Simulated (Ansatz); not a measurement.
Calculated with Ansatz (gas phase, PBE0-D4/def2-TZVP geometries, no zero-point term in ΔE). CCSD(T)/CBS adds triple-zeta CCSD(T) − MP2 to the extrapolated MP2 energy (def2 sets, frozen cores). Functionals use def2-TZVPP. B3LYP here is the variant with VWN-RPA as its local correlation; programs differ in this. One conformer a species, not always the lowest.

Reaction (ligand exchange at the Si–C bond): `NB([SiH3])C[SiH3]` + `CC(N)S` → `CC(S)N[SiH3]` + `CB(N)[SiH3]`

(1) Is it downhill or uphill in electronic energy at CCSD(T)/CBS, and by how much? (Best estimate.)

(2) What do these levels give: PBE-D4, r2SCAN-D4, B3LYP-D4, ωB97X-V, PBE, HF/def2-TZVPP, CCSD/def2-TZVPP, CCSD(T)/def2-TZVPP, HF/def2-QZVPP, SCS-MP2/def2-QZVPP, HF/CBS(def2), CCSD/CBS(def2)? (Best estimate.)

Largest T1 diagnostic among the species: 0.013.

## Answers

(1) The calculation gave: Downhill: ΔE = -11.4 kcal/mol.

(2) Computed: PBE-D4 -10.6, r2SCAN-D4 -11.7, B3LYP-D4 -12.5, ωB97X-V -11.4, PBE -10.6, HF/def2-TZVPP -13.4, CCSD/def2-TZVPP -11.6, CCSD(T)/def2-TZVPP -11.3, HF/def2-QZVPP -13.6, SCS-MP2/def2-QZVPP -12.3, HF/CBS(def2) -13.6, CCSD/CBS(def2) -11.6 kcal/mol.

In def2-TZVPP, CCSD(T) changes the Hartree–Fock value by +2.1 kcal/mol (the triples alone add +0.2 kcal/mol) and MP2 by +1.6 kcal/mol.
